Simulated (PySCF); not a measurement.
## Correlation energy of O(2+) (oxygen, charge +2)

[He] 2s1 2p2 3d1, one real determinant (an excited configuration). Computed with PySCF 2.14 in aug-cc-pCVTZ-DK with one added diffuse shell each of s, p, d, f type (8s7p5d3f, 75 functions), with scalar relativity by spin-free X2C-1e. Frozen: 1s2; 4 electrons correlated.

| level | correlation energy (mhartree) |
| --- | --- |
| CCSD | -27.11 |
| (T) | -1.80 |
| CCSD(T) | -28.91 |

Diagnostics: T1 = 0.013, D1 = 0.0365, largest double amplitude 0.217.

Question: Is a single reference adequate?

Answer: Not fully. The real determinant used has ⟨L²⟩ near 8 against 12 for a pure F term, so it mixes terms. The outer electron is Rydberg-like, and this basis confines it to a smaller radius and binds it less than a complete one would. A double-excitation amplitude exceeds 0.15, a sign of near-degeneracy.

The reference is one real determinant that mixes LS terms of this configuration.
